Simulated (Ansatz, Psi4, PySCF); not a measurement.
C₄H₇O, doublet (typed; the unrestricted solution is spin-contaminated), geometry from GFN2-xTB, atoms displaced at random by about 0.03 Å a coordinate. Base run: HF/6-31G, gradient (PySCF).

Input for PySCF:
```python
from pyscf import gto, scf

mol = gto.Mole()
mol.atom = '''
    C     1.40800316   -0.76638924    0.12205741
    C     0.56357295    0.31572928   -0.07629918
    O     0.80930530    1.20023859   -0.98660741
    C    -0.76923734    0.32014375    0.67812389
    C    -1.73820829   -0.77207964    0.17710591
    H     1.26412785   -1.49269904    0.89851630
    H     2.43512058   -0.76653219   -0.29002950
    H    -0.56462173    0.10517189    1.70537436
    H    -1.18041801    1.23543470    0.50430814
    H    -2.60466267   -0.81214028    0.67771224
    H    -1.90213510   -0.59747638   -0.93612931
    H    -1.19806069   -1.81267734    0.19187489
'''
mol.basis = '6-31g'
mol.spin = 1
mol.verbose = 4
mol.build()

mf = scf.UHF(mol)
mf.kernel()
g = mf.nuc_grad_method()
grad = g.kernel()
```

Programs used: Ansatz (a quantum-chemistry and plane-wave program), Psi4, PySCF; a row that names a program was run with it.

The coordinate followed is x of atom 1.

Each row names what was changed in the base input (with any setting that the change needs).

| change | dE/dx (Eh/bohr) | net force (Eh/bohr) |
|---|---|---|
| base | -0.054453 | 0.000000 |
| density fitting = on; auxbasis_response = off | -0.054086 | 0.000314 |
| finite difference step (bohr) = 0.01; conv_tol = 1e-11 | -0.054441 | - |
| finite difference step (bohr) = 0.05; conv_tol = 1e-11 | -0.054164 | - |
| finite difference step (bohr) = 1e-3; conv_tol = 1e-11 | -0.054453 | - |
| finite difference step (bohr) = 1e-4; conv_tol = 1e-11 | -0.054453 | - |
| conv_tol = 1e-6 | -0.054392 | 0.000000 |
| finite difference step (bohr) = 1e-5; conv_tol = 1e-11 | -0.054453 | - |
| code = ansatz | -0.054455 | 0.000000 |
| code = psi4 | -0.054453 | 0.000000 |
| finite difference step (bohr) = 0.2; conv_tol = 1e-11 | -0.049784 | - |
| conv_tol = 1e-4 | -0.054703 | 0.000000 |

The net force is zero for an exact gradient.

Open shells are given as the SCF converged; they aren't shown to be the lowest states, and a large step between rows can be another state.
